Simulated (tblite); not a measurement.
Species: C6H10NP.
Numbering: `[CH2:1]=[CH:2][C:3]1=[C:4]([CH3:5])[P:6]1[NH:7][CH3:8]` (hydrogens: H9, H10 on C1; H11 on C2; H12, H13, H14 on C5; H15 on N7; H16, H17, H18 on C8)

Structure used (GFN2-xTB), in Å, numbered top down from 1:
```
atom  x, y, z in Å
C1    -2.1738   -0.9155    2.1468
C2    -1.7362    0.2642    1.7174
C3    -0.4643    0.4373    1.0961
C4     0.3862    1.2668    0.5113
C5     0.5894    2.6314    0.0063
P6     1.0683   -0.4421    0.6440
N7     0.6109   -1.0592   -0.9145
C8     1.5803   -1.8426   -1.6567
H9    -1.5650   -1.7997    2.0409
H10   -3.1364   -1.0374    2.6120
H11   -2.3391    1.1593    1.8226
H12   -0.2930    3.2470    0.1825
H13    1.4505    3.0871    0.4958
H14    0.7947    2.5997   -1.0640
H15   -0.3045   -1.4961   -0.9229
H16    1.6094   -2.8980   -1.3665
H17    1.3456   -1.7820   -2.7217
H18    2.5683   -1.4138   -1.4943
```

Method: GFN2-xTB as coded in tblite; computed harmonic values from a numerical Hessian at the method's own geometry, unscaled. This tight-binding method is rough: wavenumbers can miss measured ones by several per cent, in bad cases by 10 to 20. One conformer, not necessarily the lowest. The optimisation stopped once no atom felt more than 0.01 eV/Å.

Lowest wavenumbers of the output (negative numbers stand for imaginary wavenumbers):
```
mode    cm-1
  1     -21.0
  2      76.8
  3      91.6
  4      99.9
  5     121.6
  6     136.7
  7     160.6
  8     241.5
  9     264.5
 10     335.9
```

Is this structure a minimum?

Not by this Hessian. 1 mode is imaginary beyond 20i (21i cm⁻¹), so at this level the point lies at or near a first-order saddle. The curvature is small, so loose convergence or finite differences may be the whole cause.

Which atoms move in the imaginary mode?

21i: C8 (N-methyl carbon) 30 %, H18 (methyl hydrogen) 17 %, H16 (methyl hydrogen) 14 %. These are shares of the mass-weighted motion.

What is the remedy?

Step along that mode in both directions, optimise again with tighter thresholds and repeat the frequencies. The zero-point energy of this point (89.4 kcal/mol) counts the 47 real modes alone, and thermal corrections from it aren't those of a minimum.
